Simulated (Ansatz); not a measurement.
Single points on Na₅F₄.

```yaml
crystal:
  periodic: [false, false, false]
  atoms:
    - {symbol: Na, position_ang: [-1.958112, 0.430653, -1.980063]}
    - {symbol: Na, position_ang: [-0.017689, 2.762821, 0.556209]}
    - {symbol: Na, position_ang: [0.610613, -0.011009, -0.456919]}
    - {symbol: Na, position_ang: [-0.601904, -2.751835, -0.093091]}
    - {symbol: Na, position_ang: [1.337849, -0.419155, 2.444595]}
    - {symbol: F, position_ang: [-0.889710, -1.274422, -1.508807]}
    - {symbol: F, position_ang: [0.885958, -1.738723, 0.920580]}
    - {symbol: F, position_ang: [1.225461, 1.268433, 1.257570]}
    - {symbol: F, position_ang: [-0.592468, 1.733237, -1.140074]}
basis:
  gaussian: {orbitals: def2-SVP, initial_orbitals: start.molden}
magnetization: {spin_polarized: true, initial_magnetization: 1}
hamiltonian: {xc: pbe0, dispersion: d4}
scf: {omitted_lower_state_checks: [starts]}
output: {orbitals: {seedname: orbitals}}
```

The file start.molden holds the orbitals of an earlier run on this structure, at another level or in another basis.

```sh
$ ansatz run in.yaml --threads 4 --pin off --events-out ev --progress --plain --max-ram 4787MiB
```

Shortened log:

```
Functional definition: PBE0
1207 factors; integrals over basis functions are off by at most 3.9e-4 eV
mean field evaluation 1: about -32919.0013 eV, gradient 7.8e0 eV
mean field evaluation 2: about -32919.2928 eV, gradient 2.6e-1 eV
mean field evaluation 4: about -32919.4826 eV, gradient 4.0e-3 eV
mean field evaluation 8: about -32919.4827 eV, gradient 2.5e-5 eV
mean field -32919.48265947 eV, -1209.7686741087 hartree, gradient 2.9e-5 eV, S^2 0.750111; 0 other end points of the search recorded, 0 dependent functions left out
reference -32919.48269942 eV, -1209.7686755770 hartree; 46, 45 occupied and 85, 86 virtual orbitals, 1207 factors
Total energy: -32919.62608967 eV, -1209.7739450713 hartree
Checks for a lower state left out: starts
```

Run time 7 s (4 threads of Arm Neoverse V2 on a shared host).

First input, but with `gaussian: {orbitals: def2-TZVP, initial_orbitals: start.molden}`, `hamiltonian: {xc: pbe, dispersion: d4}`, `output: {forces: true, orbitals: {seedname: orbitals}}` (abridged; 13 s):

```
Functional definition: PBE
mean field -32938.83788292 eV, -1210.4799654510 hartree, gradient 8.9e-6 eV, S^2 0.750161
Total energy: -32939.00135801 eV, -1210.4859730500 hartree
Atom 0 force    -0.290402     0.043086    -0.130001 eV/Å
Atom 1 force    -0.094032     0.279236     0.126451 eV/Å
Atom 2 force     0.119577    -0.002311    -0.088650 eV/Å
Atom 3 force    -0.154217    -0.275263     0.059675 eV/Å
Atom 4 force     0.041578    -0.040299     0.315752 eV/Å
Atom 5 force    -0.017540    -0.137961    -0.221752 eV/Å
Atom 6 force     0.172130    -0.188532     0.042612 eV/Å
Atom 7 force     0.210487     0.135537     0.075979 eV/Å
Atom 8 force     0.012420     0.186507    -0.180066 eV/Å
Dipole moment:    -0.012019    -0.000844     0.010179 e Å
Checks for a lower state left out: starts
```

The first input with `hamiltonian: {xc: pbe, dispersion: d4}` (abridged; 5 s):

```
Functional definition: PBE
mean field -32917.53001485 eV, -1209.6969157425 hartree, gradient 2.3e-5 eV, S^2 0.750130
Total energy: -32917.69348278 eV, -1209.7029230783 hartree
Checks for a lower state left out: starts
```

The first input with `gaussian: {orbitals: STO-3G}`, `hamiltonian: {xc: hf}` (abridged; 0.5 s):

```
Functional definition: HF
mean field -32419.31730620 eV, -1191.3879364003 hartree, gradient 6.5e-6 eV, S^2 0.755334
Total energy: -32419.31730620 eV, -1191.3879364003 hartree
Checks for a lower state left out: starts
```

As the first input, with `gaussian: {orbitals: def2-TZVP, initial_orbitals: start.molden}`, `correlation: {method: mp2}` and without the key `hamiltonian` (abridged; 18 s):

```
Functional definition: HF
mean field -32860.81937382 eV, -1207.6128381246 hartree, gradient 1.8e-6 eV, S^2 0.750117
9 core orbitals not correlated: weight in the atoms' cores, before any rotation towards them, 1.000 or more for the frozen orbitals, at most 0.000 for the correlated occupied ones
second order -52.25943208 eV of doubles, -0.00000000 eV of singles
Total energy: -32913.07880590 eV, -1209.5333368309 hartree
Checks for a lower state left out: starts
```

As the first input, with `gaussian: {orbitals: def2-TZVP, initial_orbitals: start.molden}` (abridged; 29 s):

```
Functional definition: PBE0
mean field -32940.57856718 eV, -1210.5439344179 hartree, gradient 3.9e-5 eV, S^2 0.750128
Total energy: -32940.72200260 eV, -1210.5492055723 hartree
Checks for a lower state left out: starts
```

The first input with `correlation: {method: ccsd_t}`, `scf: {omitted_lower_state_checks: [starts, cluster_reference]}` and without the key `hamiltonian` (abridged; 4.3 min):

```
Functional definition: HF
mean field -32839.79407454 eV, -1206.8401726273 hartree, gradient 3.0e-6 eV, S^2 0.750174
9 core orbitals not correlated: weight in the atoms' cores, before any rotation towards them, 1.000 or more for the frozen orbitals, at most 0.000 for the correlated occupied ones
second order -22.50205847 eV of doubles, -0.00000000 eV of singles
cycle   1  -22.09591041 eV  change    4.1e-1 eV  update   1.3e-1
cycle   2  -22.52492533 eV  change   -4.3e-1 eV  update   3.9e-2
cycle   3  -22.65814446 eV  change   -1.3e-1 eV  update   2.2e-2
cycle   4  -22.65806665 eV  change    7.8e-5 eV  update   6.0e-3
cycle   5  -22.64810184 eV  change    1.0e-2 eV  update   2.9e-3
cycle   6  -22.64738131 eV  change    7.2e-4 eV  update   1.1e-3
cycle   7  -22.64829091 eV  change   -9.1e-4 eV  update   4.6e-4
cycle   8  -22.64851120 eV  change   -2.2e-4 eV  update   1.8e-4
cycle   9  -22.64851132 eV  change   -1.2e-7 eV  update   7.1e-5
perturbative correction -0.26840038 eV, -0.0098635320 hartree
Total energy: -32862.71098623 eV, -1207.6823535984 hartree
Checks for a lower state left out: starts, cluster_reference
```

Geometry: PBE0-D4/def2-SVP.

Correlated methods freeze 9 core orbitals; core or outer-core shells of Na are correlated, in sets that lack core-valence functions. At HF/STO-3G the highest occupied level of the charge 0 doublet lies above zero (up to 9.00 eV). In Hartree–Fock with STO-3G the lack of diffuse functions raises the level. The structure comes from a short search, and lower isomers may exist.
